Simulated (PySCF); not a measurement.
Se(OH)(NMe2) (C2H7NOSe), SMILES N(C)([Se]O)C.

The structure is a stationary point at PBE0-D3(BJ)/def2-SVP. The values are those of a single conformer.

These are PBE0-D3(BJ)/def2-SVP (PySCF 2.14.0) values and carry that method's errors.

Frequencies are harmonic and unscaled.

```tsv
mode	ν (cm⁻¹)	IR (km/mol)	Raman (Å⁴/amu)	depolarisation	moving atoms (share of kinetic energy)
1	113	1.6	1.6	0.63	O 39 %, C 29 %, H 24 %
2	116	4.5	2.5	0.54	O 38 %, H 32 %, C 20 %
3	207	0.2	0.2	0.74	H 96 %
4	228	1.5	0.7	0.64	H 77 %, O 11 %
5	332	7.2	0.3	0.71	C 41 %, H 31 %, N 17 %, Se 10 %
6	337	13.3	2.1	0.52	N 45 %, H 24 %, C 19 %
7	364	3.9	1.8	0.53	H 30 %, C 29 %, Se 23 %, N 14 %
8	449	93.1	4.3	0.69	H 86 %
9	600	69.4	5.5	0.46	C 26 %, N 24 %, H 18 %, Se 17 %, O 15 %
10	627	41.2	20.2	0.12	O 66 %, Se 15 %, C 9 %
11	1008	69.1	6.6	0.71	C 40 %, H 34 %, N 26 %
12	1066	14.8	2.9	0.71	H 76 %, C 20 %
13	1068	35.8	3.4	0.67	H 87 %
14	1108	3.7	3.1	0.75	H 80 %, C 19 %
15	1154	4.7	1.7	0.57	H 69 %, C 19 %, N 11 %
16	1268	35.8	0.5	0.70	N 58 %, C 27 %, H 15 %
17	1273	8.0	2.8	0.44	H 41 %, N 35 %, C 24 %
18	1413	0.5	9.9	0.75	H 86 %, C 14 %
19	1436	5.4	3.8	0.73	H 86 %, C 14 %
20	1449	7.1	23.8	0.75	H 96 %
21	1463	24.2	5.5	0.66	H 93 %
22	1473	12.8	5.8	0.75	H 96 %
23	1490	3.1	24.3	0.65	H 96 %
24	2999	54.6	88.3	0.10	H 96 %
25	3011	67.3	178.7	0.03	H 96 %
26	3089	45.0	168.8	0.46	H 91 %, C 9 %
27	3095	15.3	65.4	0.59	H 91 %, C 9 %
28	3165	7.1	56.8	0.73	H 91 %, C 9 %
29	3172	6.3	60.5	0.71	H 91 %, C 9 %
30	3852	67.7	76.3	0.27	H 94 %
```
